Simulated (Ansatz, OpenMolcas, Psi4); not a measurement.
## SiF3 (trifluorosilyl): the energy, rung by rung

The species is SiF3 (4 atoms), meant as a doublet with charge 0. SMILES: `F[Si](F)F`. The shape is that of a PBE0-D4/def2-TZVP optimisation.

```xyz
4

F     0.7849   -0.5070    1.1517
Si   -0.2828    0.2131    0.2343
F    -0.9943   -0.8922   -0.6443
F     0.4922    1.1862   -0.7416
```

Quantity: the energy change with the F1–Si2 bond stretched from 1.581 to 1.818 Å, in eV. The values are calculated.

| level | kind | program | value (eV) |
| --- | --- | --- | --- |
| UHF/aug-cc-pVDZ | Hartree–Fock | Ansatz | 0.61 |
| UM06-L/aug-cc-pVDZ | meta-GGA | OpenMolcas | 0.36 |
| UBHLYP/aug-cc-pVDZ | global hybrid | OpenMolcas | 0.48 |
| UPBE0/aug-cc-pVDZ | global hybrid | Psi4 | 0.37 |
| U-wB97X/aug-cc-pVDZ | range-separated hybrid | Ansatz | 0.35 |
| UPBE-QIDH/aug-cc-pVDZ | double hybrid | Ansatz | 0.44 |
| RPA@PBE/aug-cc-pVDZ | RPA | Ansatz | 0.25 |
| UCCSD/aug-cc-pVDZ | coupled cluster or CI | Psi4 | 0.37 |

The first shape isn't each level's own minimum. The values span 0.25 to 0.61 eV.
